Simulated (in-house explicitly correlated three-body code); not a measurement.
Computed with an exponentially correlated three-body code. Model: two electrons around a point charge, non-relativistic, variational in 260 exponentially correlated functions (energies converged to about 1e-7 hartree, or 1e-8 relative for large Z).

For this charge the correlation energy is taken as exact minus Hartree-Fock, from which it differs by microhartrees, and the kinetic parts follow from it.

For two electrons in a singlet the Kohn-Sham orbital is the square root of half the density, so the exact Kohn-Sham potential and energy parts follow from the density alone, and exchange is minus half the Hartree energy. The Kohn-Sham level equals minus the binding energy of the second electron.

Command:
```bash
python run_hyl.py task.json out
```
Settings (lengths in bohr, energies in hartree):
```
Z                      9
interaction_strength   1
functions              260
states_tried           13
```

Time taken, with all properties: 50 s on 1 thread of Intel(R) Xeon(R) Platinum 8259CL CPU @ 2.50GHz (Skylake/Cascade Lake), on a shared host.

**Converged states only, values per electron or pair.**

Given: nuclear charge 9.

| term | mean r (bohr) | mean r squared (bohr²) | mean inverse r (1/bohr) | mean r12 (bohr) | mean inverse r12 (1/bohr) | mean cosine | mean p1 dot p2 (bohr⁻²) | delta r1 (bohr⁻³) | delta r12 (bohr⁻³) |
| --- | --- | --- | --- | --- | --- | --- | --- | --- | --- |
| 1 1S | 0.17395 | 0.040571 | 8.6876 | 0.25638 | 5.3125 | -0.014754 | 1.084 | 215.34 | 23.252 |
| 2 3S | 0.43878 | 0.31288 | 5.531 | 0.73864 | 1.5947 | -0.0049528 | 0.082183 | 127.89 | - |
| 2 3P | ? | ? | ? | ? | ? | ? | ? | ? | - |
| 2 1S | 0.45146 | 0.33468 | 5.5091 | 0.75582 | 1.8605 | -0.0076044 | 0.094977 | 127.17 | 4.0268 |
| 2 1P | ? | ? | ? | ? | ? | ? | ? | ? | ? |
| 3 3S | 0.8976 | 1.524 | 4.9531 | 1.6402 | 0.77805 | -0.0016521 | 0.024151 | 119.44 | - |
| 3 3P | 0.85356 | 1.3857 | 4.9478 | 1.5546 | 0.85367 | -0.017419 | -1.1807 | 115.79 | - |
| 3 1S | 0.91609 | 1.5943 | 4.9474 | 1.6753 | 0.84862 | -0.002435 | 0.029944 | 119.29 | 1.1734 |
| 3 1P | 0.8678 | 1.4367 | 4.9433 | 1.5776 | 0.89885 | 0.012215 | 1.2189 | 116.05 | 0.34876 |
| 4 3S | 1.5439 | 4.8177 | 4.7536 | 2.9276 | 0.45463 | -0.00071802 | 0.010119 | 117.45 | - |
| 4 3P | 1.5062 | 4.6112 | 4.7514 | 2.8531 | 0.48526 | -0.0068718 | -0.45991 | 115.93 | - |
| 4 1S | 1.5685 | 4.9824 | 4.7513 | 2.9761 | 0.48314 | -0.0010501 | 0.012886 | 117.39 | 0.49068 |
| 4 1P | 1.525 | 4.7338 | 4.7496 | 2.8886 | 0.50414 | 0.0047995 | 0.48591 | 116.03 | 0.15104 |

(1) What belongs in the row 2 3P?

(2) What belongs in the row 2 1P?

**Electric-dipole lines between converged S and P states, rate of the upper state's decay.**

```csv
s state,p state,p minus s (eV),oscillator strength from s,rate (1/s)
1 1S,2 1P,737.2,0.71013,5.582e+12
1 1S,3 1P,856.92,0.14786,1.5704e+12
1 1S,4 1P,899,0.055629,6.5029e+11
2 1S,2 1P,5.7638,0.059783,2.8727e+07
2 1S,3 1P,125.49,0.3806,8.6687e+10
2 1S,4 1P,167.57,0.094727,3.8472e+10
3 1S,2 1P,-118.05,-0.054936,3.322e+10
3 1S,3 1P,1.6723,0.10402,4.2078e+06
3 1S,4 1P,43.754,0.41543,1.1503e+10
4 1S,2 1P,-161.1,-0.011939,1.3446e+10
4 1S,3 1P,-41.382,-0.12456,9.2554e+09
4 1S,4 1P,0.6996,0.1449,1.0258e+06
2 3S,2 3P,?,?,?
2 3S,3 3P,?,?,?
2 3S,4 3P,175.83,0.090764,4.0587e+10
3 3S,2 3P,-121.89,-0.057036,3.6769e+10
3 3S,3 3P,2.326,0.1394,1.0909e+07
3 3S,4 3P,45.418,0.39031,1.1645e+10
4 3S,2 3P,-166.35,-0.012104,1.4534e+10
4 3S,3 3P,-42.139,-0.13166,1.0145e+10
4 3S,4 3P,0.95334,0.19209,2.5252e+06
```

(3) What belongs in the row 2 3S 2 3P?

(4) What belongs in the row 2 3S 3 3P?

**Exact Kohn-Sham parts of the ground state from its density.**

Computed: Kohn-Sham kinetic 75.487 hartree; Hartree energy 10.805 hartree; exchange energy -5.4024 hartree; kinetic part of the DFT correlation energy 0.044324 hartree; potential part of the DFT correlation energy -0.08991 hartree; exact minus restricted Hartree-Fock -0.045586 hartree; restricted Hartree-Fock level -953.53 eV; dipole polarisability 0.0016202 bohr³; C6 of two such species 6.2161e-05 hartree·bohr⁶.

(5) What is the total energy?

(6) What is the Kohn-Sham level?

**Density and exact potentials over r, pair density (one pair, times 4 pi r12^2) and exact minus Kohn-Sham pair density over r12.**

```
radius (bohr)  radial density (electrons/bohr)  exchange potential (hartree)  intracule density (1/bohr)  Coulomb hole against Kohn-Sham (1/bohr)  correlation potential (hartree)
       0.0471                           5.1692                         -8.02                     0.60625                                 -0.04636                           -0.015
       0.0546                           6.0801                       -7.8435                     0.79141                                 -0.05593                           -0.008
       0.0632                           6.9945                       -7.6318                      1.0204                                 -0.06568                           -0.001
       0.0733                             7.87                       -7.3755                      1.3037                                 -0.07485                            0.006
       0.0849                           8.6048                       -7.0771                      1.6357                                 -0.08176                            0.013
       0.0985                           9.1193                        -6.729                       2.016                                 -0.08463                            0.018
        0.114                           9.3098                       -6.3425                      2.4153                                 -0.08136                             0.02
        0.132                           9.1153                        -5.915                      2.8078                                 -0.07037                            0.021
        0.153                                ?                             ?                           ?                                        ?                                ?
        0.178                           7.4583                        -4.954                      3.3674                                 -0.02435                            0.017
        0.206                                ?                             ?                           ?                                        ?                                ?
        0.239                           4.7008                       -3.9733                      3.2088                                  0.02875                             0.01
        0.277                           3.2922                       -3.5047                      2.7946                                  0.04378                            0.006
         0.32                           2.1075                       -3.0762                      2.2264                                  0.04618                            0.003
        0.371                           1.1883                       -2.6756                      1.5777                                  0.03769                            0.002
         0.43                          0.58573                       -2.3185                     0.98023                                  0.02387                            0.001
        0.499                          0.24485                       -2.0019                     0.51853                                   0.0111                            0.001
```

(7) What belongs in the row 0.153?

(8) What belongs in the row 0.206?

## Answers

(1) mean r (bohr): 0.38836; mean r squared (bohr²): 0.24208; mean inverse r (1/bohr): 5.512; mean r12 (bohr): 0.64897; mean inverse r12 (1/bohr): 1.8795; mean cosine: -0.072122; mean p1 dot p2 (bohr⁻²): -5.0606; delta r1 (bohr⁻³): 115.09.

(2) mean r (bohr): 0.39838; mean r squared (bohr²): 0.25667; mean inverse r (1/bohr): 5.4952; mean r12 (bohr): 0.64437; mean inverse r12 (1/bohr): 2.0337; mean cosine: 0.050552; mean p1 dot p2 (bohr⁻²): 4.8573; delta r1 (bohr⁻³): 116.23; delta r12 (bohr⁻³): 1.0764.

(3) p minus s (eV): 8.5229; oscillator strength from s: 0.083266; rate (1/s): 8.7485e+07.

(4) p minus s (eV): 132.74; oscillator strength from s: 0.35748; rate (1/s): 9.1102e+10.

(5) -75.5317123 hartree.

(6) -953.26 eV.

(7) radial density (electrons/bohr): 8.4985; exchange potential (hartree): -5.4517; intracule density (1/bohr): 3.1456; Coulomb hole against Kohn-Sham (1/bohr): -0.05105; correlation potential (hartree): 0.019.

(8) radial density (electrons/bohr): 6.1604; exchange potential (hartree): -4.4649; intracule density (1/bohr): 3.4002; Coulomb hole against Kohn-Sham (1/bohr): 0.003832; correlation potential (hartree): 0.013.
